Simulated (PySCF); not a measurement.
Stepwise substitution at one centre (Si OCH3-C2H5). All species are isolated molecules in the gas phase. One relaxed conformer stands for each flexible species; it need not be the lowest. Strings in code marks are SMILES.

These are PySCF 2.14.0 with TPSSh-D3(BJ)/def2-TZVP // B3LYP-D3(BJ)/def2-SVP values and carry that method's errors. All candidates: neutral, multiplicity 1. Delta-SCF ions had no search for a lower state. Excitations are Tamm–Dancoff values on a coarser integration grid. The basis has no diffuse functions, so Rydberg states are missing or too high.

```yaml
T1 excitation (TDA): 6.77 eV
vertical ionisation energy (Delta-SCF): 8.74 eV
HOMO–LUMO gap: 7.32 eV
```

**Question.** Name which member has these values.
A) `CO[Si](OC)(OC)OC`
B) `CC[Si](CC)(OC)OC`
C) `CC[Si](CC)(CC)CC`
D) `CC[Si](OC)(OC)OC`

**Answer.** B, `CC[Si](CC)(OC)OC`. The others give `CO[Si](OC)(OC)OC`: 7.31 eV, 9.36 eV, 7.99 eV; `CC[Si](OC)(OC)OC`: 7.20 eV, 9.19 eV, 7.81 eV; `CC[Si](CC)(CC)CC`: 7.08 eV, 9.02 eV, 7.68 eV
